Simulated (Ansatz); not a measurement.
Stepwise reaction of `[Cl][SnH2][Br]` with hydrogen chloride, as a gas-phase model of exchange steps in deposition or etching. ΔE in kJ/mol; ΔG adds harmonic PBE0-D4 terms to CCSD(T)/CBS, at 1 bar.

Calculated with Ansatz (gas phase, PBE0-D4/def2-TZVP geometries, no zero-point term in ΔE). CCSD(T)/CBS is the MP2 limit (def2-TZVPP, def2-QZVPP) plus CCSD(T) − MP2 in def2-TZVPP, frozen cores. This one scheme is used for every species. Functionals use def2-TZVPP. B3LYP here is the variant with VWN-RPA as its local correlation; programs differ in this. def2 core potentials past Kr. For Br, Sn outer-core shells are correlated without core-valence functions, which leaves a few kJ/mol of doubt a bond. Scalar relativity is left out up to krypton.

```json
{"step": "1", "reaction": "`[Cl][SnH2][Br]` + HCl → `[Cl][SnH]([Cl])[Br]` + H₂", "PBE-D4": "-67.5", "B3LYP-D4": "-68.2", "ωB97M-V": "-64.2", "CCSD(T)/CBS": "-68.9", "ΔG(500 K)": "-61.4"}
```

Give the row of step 2, `[Cl][SnH]([Cl])[Br]` + HCl → `[Cl][Sn]([Cl])([Cl])[Br]` + H₂. (Best estimate.)

The calculation gave: 
```tsv
step	reaction	PBE-D4	B3LYP-D4	ωB97M-V	CCSD(T)/CBS	ΔG(500 K)
2	`[Cl][SnH]([Cl])[Br]` + HCl → `[Cl][Sn]([Cl])([Cl])[Br]` + H₂	-59.5	-60.7	-56.1	-60.4	-47.9
```

By hand: ΔE of the 2 steps together at CCSD(T)/CBS.

(-68.9) + (-60.4) = -129.3 kJ/mol, or -64.7 kJ/mol a step.

In ΔE each step is higher than the one before. All are downhill at CCSD(T)/CBS. ΔG lies between -61.4 and -47.9 kJ/mol a step. PBE-D4 differs from CCSD(T)/CBS by 0.9 to 1.4 kJ/mol a step. Isolated molecules leave out the surface, adducts and barriers. Largest T1 diagnostic: 0.010.
